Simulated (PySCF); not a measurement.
# Computed records: B2H4NSi, BH4N2Si, BH5N2Si, CH5BNSi and others

Calculation on a computer-drawn molecule: the log of a Hartree-Fock and frozen-core CCSD(T) single point meant for a local Hartree-Fock minimum, with one planted fault or none, to be diagnosed. Offsets are logged minus clean, where the clean run is the same molecule without the fault. The reference is restricted for singlets and unrestricted otherwise, and also for a bond in bohr or an excited solution. Adding or removing an electron swaps singlet and doublet. The excited solution moves the top pair (singlet) or top alpha electron (doublet) to the lowest empty orbital. Highest occupied and lowest empty are orbital energies over both spins, largest force is the largest gradient component, triples share is (T) over the correlation energy, the T1 limit is 0.02 restricted and 0.045 unrestricted, electrons count all cores, a negative frequency is imaginary (commonest isotopes), and the dipole is about the centre of nuclear charge. Program: PySCF 2.14.0.

Common to all runs: meant basis cc-pV(D+d)Z; logged SCF converged yes; possible faults no fault, one electron removed, one electron added, multiplicity raised by two, geometry at a saddle point, SCF held on an excited solution, minimal basis STO-3G, one bond length entered in bohr, all coordinates scaled.

(1) B2H4NSi

Logged structure:
```xyz
8
B2H4NSi
B     -2.9832    -1.0475     1.4505
N     -2.6754    -0.4397     0.3810
Si    -2.3057     0.3644    -0.9810
B     -0.9386    -0.3625    -2.2938
H     -3.2645    -1.6104     2.4357
H     -3.0100     1.6308    -1.2021
H      0.2035    -0.0583    -2.1545
H     -1.3125    -1.0773    -3.1689
```

| Item | Value |
| --- | --- |
| meant charge | 1 |
| meant multiplicity | 1 |
| logged electrons | 33 |
| logged basis functions | 85 |
| logged spin squared | 0.7691 |
| logged highest occupied | -22.765 eV |
| logged lowest empty | -13.59 eV |
| logged largest force | 0.09019 hartree/bohr |
| logged T1 diagnostic | 0.071589 |
| logged D1 diagnostic | 0.40238 |
| logged triples share | 0.033373 |
| logged CC converged | yes |
| logged dipole magnitude | 3.7188 debye |
| logged SCF stable within its kind | yes |
| logged energy HF | -394.28054 hartree |
| logged energy CCSD(T) | -394.68054 hartree |
| planted fault | one electron removed |
| HF energy offset from clean run | 349.3 kcal/mol |
| CCSD(T) energy offset from clean run | 370.6 kcal/mol |

Drawn bonds:
```csv
atom,other atom,order
1,2,2
2,3,1
3,4,1
1,5,1
3,6,1
4,7,1
4,8,1
```

Notes: T1 above single-reference limit.

(2) B2H4NSi

Logged structure:
```xyz
8
B2H4NSi
B     -3.2308    -1.1344     1.5709
N     -2.8974    -0.4762     0.4126
Si    -2.4971     0.3946    -1.0624
B     -1.0165    -0.3926    -2.4842
H     -3.5354    -1.7441     2.6378
H     -3.2598     1.7661    -1.3018
H      0.2204    -0.0631    -2.3333
H     -1.4214    -1.1667    -3.4319
```

| Quantity | Value |
| --- | --- |
| meant charge | 1 |
| meant multiplicity | 1 |
| logged electrons | 34 |
| logged basis functions | 85 |
| logged spin squared | 0 |
| logged highest occupied | -15.863 eV |
| logged lowest empty | -4.6363 eV |
| logged largest force | 0.070751 hartree/bohr |
| logged T1 diagnostic | 0.018928 |
| logged D1 diagnostic | 0.050127 |
| logged triples share | 0.038533 |
| logged CC converged | yes |
| logged dipole magnitude | 0.37281 debye |
| logged SCF stable within its kind | yes |
| logged energy HF | -394.7871 hartree |
| logged energy CCSD(T) | -395.23947 hartree |
| planted fault | all coordinates scaled, by +8.3 % |
| HF energy offset from clean run | 31.41 kcal/mol |
| CCSD(T) energy offset from clean run | 19.91 kcal/mol |

Drawn bonds:
```csv
atom,other atom,order
1,2,2
2,3,1
3,4,1
1,5,1
3,6,1
4,7,1
4,8,1
```

(3) B2H4NSi

Logged structure:
```xyz
8
B2H4NSi
B     -2.9832    -1.0475     1.4505
N     -2.4015     0.1011    -0.5707
Si    -2.0318     0.9051    -1.9326
B     -0.6647     0.1782    -3.2454
H     -3.2645    -1.6104     2.4357
H     -2.7361     2.1715    -2.1537
H      0.4774     0.4825    -3.1061
H     -1.0386    -0.5365    -4.1205
```

| Item | Value |
| --- | --- |
| meant charge | 1 |
| meant multiplicity | 1 |
| logged electrons | 34 |
| logged basis functions | 85 |
| logged spin squared | 1.0537 |
| logged highest occupied | -14.16 eV |
| logged lowest empty | -5.097 eV |
| logged largest force | 0.020185 hartree/bohr |
| logged T1 diagnostic | 0.032366 |
| logged D1 diagnostic | 0.10759 |
| logged triples share | 0.036274 |
| logged CC converged | yes |
| logged dipole magnitude | 6.9958 debye |
| logged SCF stable within its kind | yes |
| logged energy HF | -394.56225 hartree |
| logged energy CCSD(T) | -394.97773 hartree |
| planted fault | one bond length entered in bohr, row 1 of the drawn bonds |
| HF energy offset from clean run | 172.5 kcal/mol |
| CCSD(T) energy offset from clean run | 184.2 kcal/mol |

Drawn bonds:
```csv
atom,other atom,order
1,2,2
2,3,1
3,4,1
1,5,1
3,6,1
4,7,1
4,8,1
```

(4) BH4N2Si

Logged structure:
```xyz
8
BH4N2Si
B      1.4707    -0.6080     0.7361
N      1.9467     0.4464     0.2233
Si     2.6277     1.7065    -0.5271
N      2.3244     3.2470    -0.0775
H      1.0265    -1.5773     1.2154
H      3.5439     1.5297    -1.6396
H      2.7405     4.0403    -0.5348
H      1.7108     3.5079     0.6754
```

| Property | Result |
| --- | --- |
| meant charge | 1 |
| meant multiplicity | 1 |
| logged electrons | 36 |
| logged basis functions | 85 |
| logged spin squared | 2.0403 |
| logged highest occupied | -10.984 eV |
| logged lowest empty | -6.8173 eV |
| logged largest force | 0.1523 hartree/bohr |
| logged T1 diagnostic | 0.036068 |
| logged D1 diagnostic | 0.20391 |
| logged triples share | 0.033136 |
| logged CC converged | yes |
| logged dipole magnitude | 5.3857 debye |
| logged SCF stable within its kind | yes |
| logged energy HF | -424.51142 hartree |
| logged energy CCSD(T) | -425.01161 hartree |
| planted fault | multiplicity raised by two |
| HF energy offset from clean run | 113.9 kcal/mol |
| CCSD(T) energy offset from clean run | 127.9 kcal/mol |

Drawn bonds:
```csv
atom,other atom,order
1,2,2
2,3,1
3,4,1
1,5,1
3,6,1
4,7,1
4,8,1
```

(5) BH5N2Si

Logged structure:
```xyz
9
BH5N2Si
B     -1.2895    -3.4241     1.3950
N     -1.1380    -2.3252     0.8388
Si    -0.9020    -0.8292     0.0471
N     -1.1494     0.4607     1.1563
H     -1.4359    -4.4610     1.9218
H      0.4849    -0.6956    -0.4478
H     -1.8113    -0.8097    -1.1242
H     -0.7854     1.3650     0.9182
H     -2.0416     0.5575     1.6050
```

| Quantity | Value |
| --- | --- |
| meant charge | 0 |
| meant multiplicity | 1 |
| logged electrons | 38 |
| logged basis functions | 90 |
| logged spin squared | 0 |
| logged highest occupied | -10.622 eV |
| logged lowest empty | 3.8751 eV |
| logged largest force | 3.745e-05 hartree/bohr |
| logged lowest frequency | 125.2 cm⁻¹ |
| logged T1 diagnostic | 0.014479 |
| logged D1 diagnostic | 0.040005 |
| logged triples share | 0.030086 |
| logged CC converged | yes |
| logged dipole magnitude | 1.185 debye |
| logged SCF stable within its kind | yes |
| logged energy HF | -425.50947 hartree |
| logged energy CCSD(T) | -426.07254 hartree |
| planted fault | no fault |
| HF energy offset from clean run | 0 kcal/mol |
| CCSD(T) energy offset from clean run | 0 kcal/mol |

Drawn bonds:
```csv
atom,other atom,order
1,2,2
2,3,1
3,4,1
1,5,1
3,6,1
3,7,1
4,8,1
4,9,1
```

(6) CH5BNSi

Logged structure:
```xyz
9
CH5BNSi
B     -0.8194    -0.2444    -1.4302
N     -0.0965     0.3817    -0.6365
Si     0.7794     1.2829     0.5278
C      2.0623     0.2058     1.3842
H     -1.4954    -0.8376    -2.1821
H      1.4363     2.4401    -0.1335
H      2.6328     0.7915     2.1101
H      2.7615    -0.2088     0.6511
H      1.5874    -0.6255     1.9107
```

| Property | Result |
| --- | --- |
| meant charge | 0 |
| meant multiplicity | 2 |
| logged electrons | 37 |
| logged basis functions | 90 |
| logged spin squared | 0.7558 |
| logged highest occupied | -8.0784 eV |
| logged lowest empty | 2.0836 eV |
| logged largest force | 2.206e-05 hartree/bohr |
| logged lowest frequency | 131.96 cm⁻¹ |
| logged T1 diagnostic | 0.015848 |
| logged D1 diagnostic | 0.047282 |
| logged triples share | 0.033 |
| logged CC converged | yes |
| logged dipole magnitude | 1.3049 debye |
| logged SCF stable within its kind | yes |
| logged energy HF | -408.86691 hartree |
| logged energy CCSD(T) | -409.38969 hartree |

Drawn bonds:
```csv
atom,other atom,order
1,2,2
2,3,1
3,4,1
1,5,1
3,6,1
4,7,1
4,8,1
4,9,1
```

(7) CH4Al2B

Logged structure:
```xyz
8
CH4Al2B
B     -2.4690    -0.8470    -2.7091
C     -1.2077    -0.3854    -2.3449
Al    -0.6390    -0.0729    -0.6033
Al     0.2324     0.3938     1.8884
H     -3.5469    -1.2376    -2.9608
H     -0.4844    -0.1868    -3.1407
H      1.7018     0.9117     1.9464
H     -0.8330     0.0924     2.9866
```

| Property | Result |
| --- | --- |
| meant charge | 1 |
| meant multiplicity | 1 |
| logged electrons | 40 |
| logged basis functions | 94 |
| logged spin squared | 0 |
| logged highest occupied | -8.8814 eV |
| logged lowest empty | -9.4626 eV |
| logged largest force | 0.16573 hartree/bohr |
| logged CC converged | no |
| logged dipole magnitude | 8.6911 debye |
| logged SCF stable within its kind | no |
| logged energy HF | -548.02448 hartree |

Drawn bonds:
```csv
atom,other atom,order
1,2,2
2,3,1
3,4,1
1,5,1
2,6,1
4,7,1
4,8,1
```

Notes: CCSD not converged.

(8) CH4Al2B

Logged structure:
```xyz
8
CH4Al2B
B     -2.4690    -0.8470    -2.7091
C     -1.2077    -0.3854    -2.3449
Al    -0.6390    -0.0729    -0.6033
Al     1.0076     0.8091     4.1053
H     -3.5469    -1.2376    -2.9608
H     -0.4844    -0.1868    -3.1407
H      2.4770     1.3270     4.1634
H     -0.0578     0.5076     5.2035
```

| Quantity | Value |
| --- | --- |
| meant charge | 1 |
| meant multiplicity | 1 |
| logged electrons | 40 |
| logged basis functions | 94 |
| logged spin squared | 0.743 |
| logged highest occupied | -10.564 eV |
| logged lowest empty | -5.6248 eV |
| logged largest force | 0.011837 hartree/bohr |
| logged dipole magnitude | 2.717 debye |
| logged SCF stable within its kind | yes |
| logged energy HF | -548.35437 hartree |

Drawn bonds:
```csv
atom,other atom,order
1,2,2
2,3,1
3,4,1
1,5,1
2,6,1
4,7,1
4,8,1
```

Notes: coupled-cluster numbers left out as unreliable.

**Q.** CH5BNSi (entry 6): planted fault?
**A.** no fault

**Q.** CH4Al2B (entry 7): planted fault?
**A.** SCF held on an excited solution

**Q.** Give the missing planted fault for CH4Al2B (entry 8).
**A.** one bond length entered in bohr, row 3 of the drawn bonds

Further results for CH5BNSi (entry 6):

| Item | Value |
| --- | --- |
| HF energy offset from clean run | 0 kcal/mol |
| CCSD(T) energy offset from clean run | 0 kcal/mol |

Further results for CH4Al2B (entry 7):

| Quantity | Value |
| --- | --- |
| HF energy offset from clean run | 258.1 kcal/mol |

Further results for CH4Al2B (entry 8):

| Item | Value |
| --- | --- |
| HF energy offset from clean run | 51.13 kcal/mol |
